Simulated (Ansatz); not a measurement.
`F[CH2][SnH2][Cl]` + `C/C(F)=C\O` → `[CH3][SnH2][CH2]F` + `O/C=C(/F)Cl`  (formal exchange of groups at the Sn–Cl bond)

Isolated molecules relaxed with PBE0-D4/def2-TZVP in Ansatz; ΔE leaves out vibrations. CCSD(T)/CBS adds triple-zeta CCSD(T) − MP2 to the extrapolated MP2 energy (def2 sets, frozen cores). Double bonds are as drawn, so ΔE can hold a change between cis and trans. DFT in def2-TZVPP. def2 core potentials past Kr. For Sn outer-core shells are correlated without core-valence functions, which leaves a few kJ/mol of doubt a bond. Each species was taken in one conformer, which may not be the lowest.

CCSD(T)/CBS gives +1.46 eV.

Another level gave +1.48 eV. Which?
A. CCSD(T)/def2-TZVPP
B. HF/def2-TZVPP
C. B2PLYP/def2-TZVPP
D. PBE-D4/def2-TZVPP

C. B2PLYP 1.48, PBE-D4 1.36, HF/def2-TZVPP 1.77, CCSD(T)/def2-TZVPP 1.41 eV.

Largest T1 diagnostic among the species: 0.012.

In def2-TZVPP, CCSD(T) changes the Hartree–Fock value by −0.36 eV (the triples alone add −0.05 eV) and MP2 by −0.37 eV. From PBE to PBE0 (25 % exact exchange), in def2-TZVPP and without D4, ΔE moves by +0.08 eV.
